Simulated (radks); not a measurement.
The numbers below are computed, except where a source is named.
Neutral aluminium inside a hard spherical wall (all orbitals vanish at R), configuration held at [Ne] 3s2 3p1 and not refilled when levels cross. Level of theory: non-relativistic Kohn-Sham, LDA (Slater exchange, VWN5 correlation), spin-unpolarised, spherical densities, point nucleus (a radial shooting solver on a logarithmic mesh with Libxc functionals). Eigenvalues in eV, with the zero of energy where the potential of the charges vanishes at infinity; a dash marks a level that is unbound or too diffuse for the functional's potential to be trusted. A positive occupied level is held by the wall or, in an anion where self-interaction has pushed it up, behind a barrier. The pressure on the wall is -dE/dV.

\begin{tabular}{lrrrrrrrrr}
R (bohr) & E (hartree) & kinetic (hartree) & e(2s) & e(2p) & e(3s) & e(3p) & e(4s, empty) & e(4p, empty) & pressure (GPa) \\ \hline
free & -241.31557 & 240.663 & -107.07 & -69.770 & -7.806 & -2.790 & -0.329 & - & 0 \\
20 & -241.31557 & 240.663 & -107.07 & -69.770 & -7.806 & -2.790 & -0.302 & 0.363 & < 0.0001 \\
15 & -241.31556 & 240.664 & -107.07 & -69.768 & -7.805 & -2.789 & -0.175 & 0.761 & < 0.0001 \\
12 & -241.31543 & 240.665 & -107.05 & -69.748 & -7.790 & -2.773 & 0.155 & 1.481 & 0.00209 \\
5 & -241.19561 & 241.208 & -103.49 & -66.177 & -5.182 & 0.790 & 16.272 & 21.640 & 12.6 \\
4 & -240.93198 & 242.119 & -99.555 & -62.233 & -1.377 & 5.713 & 33.868 & 40.598 & 67.9 \\
3.5 & -240.60268 & 243.107 & -96.224 & -58.887 & 2.771 & 10.809 & 51.028 & 58.337 & 174 \\
3 & -239.93680 & 244.927 & -91.363 & -53.991 & 10.513 & 19.878 & 80.213 & 87.565 & 492 \\
2.5 & -238.47779 & 248.631 & -83.909 & -46.408 & 26.429 & 37.436 & 133.87 & 139.45 & 1630 \\
1.5 & -223.55294 & 283.400 & -41.529 & -1.173 & 170.69 & 175.82 & 515.85 & 483.51 & 42000 \\
\end{tabular}
